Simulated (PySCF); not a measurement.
C5H6O2, SMILES O=C1C=CCOC1. Coordinates come from a B3LYP-D3(BJ)/def2-SVP optimisation. One conformer was computed; it need not be the lowest.

The numbers are results of B3LYP-D3(BJ)/def2-SVP run with PySCF, not measurements.

Harmonic wavenumbers (cm⁻¹): 111, 254, 311, 434, 483, 503, 582, 737, 755, 868, 918, 990, 1002, 1024, 1056, 1126, 1199, 1227, 1277, 1291, 1347, 1387, 1407, 1441, 1456, 1693, 1815, 2917, 2944, 3079, 3129, 3162, 3195. Rotational constants (GHz): 5.052, 2.644, 1.812; symmetry number 1.

Problem. Work out the zero-point energy and the ideal-gas rigid-rotor harmonic-oscillator thermochemistry at 298.15 K and 1 atm.

Solution. ZPE = ½ Σ hcν = ½ × 45121 cm⁻¹ = 64.50 kcal/mol. H − E(el) = 68.80 kcal/mol. Entropy in cal/(mol K): translation 39.66, rotation 26.99, vibration 10.44, total 77.08. G − E(el) = 45.82 kcal/mol. Cp = 23.78 cal/(mol K). Modes under 150 cm⁻¹ make the vibrational entropy uncertain.
